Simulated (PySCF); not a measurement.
# Nb: excitation energy

Nb [Kr] 4d4 5s1 (6D) → Nb [Kr] 4d3 5s2 (4F), as a difference of total energies. Calculation: PySCF 2.14, in ANO-RCC-VTZP (7s6p4d2f1g, 68 functions); the spin-free X2C one-electron Hamiltonian (Gaussian nucleus). Correlated levels: valence: [Kr] frozen; valence and next inner shell: [Ar] 3d10 frozen. The calculations carry no spin-orbit coupling.

| method | excitation energy (cm⁻¹) | error (cm⁻¹) |
| --- | --- | --- |
| UHF | 5816.4 | +4330 |
| LDA | 6179.8 | +4694 |
| PBE | 7070.1 | +5584 |
| PBE0 | 6719.1 | +5233 |
| r2SCAN | 8242.3 | +6756 |
| B3LYP | 2684.5 | +1198 |
| M06-2X | -841.56 | -2328 |
| M06-L | 178.11 | -1308 |
| MP2 (valence) | 3313.2 | +1827 |
| SCS-MP2 (valence) | -1855.3 | -3342 |
| MP2 (valence and next inner shell) | 4551.4 | +3065 |
| SCS-MP2 (valence and next inner shell) | 132.18 | -1354 |

Reference: 1486.2 cm⁻¹ (measured; NIST levels, between the centres of gravity of the two terms).

Errors of the correlated levels include the incompleteness of this basis and the frozen core.
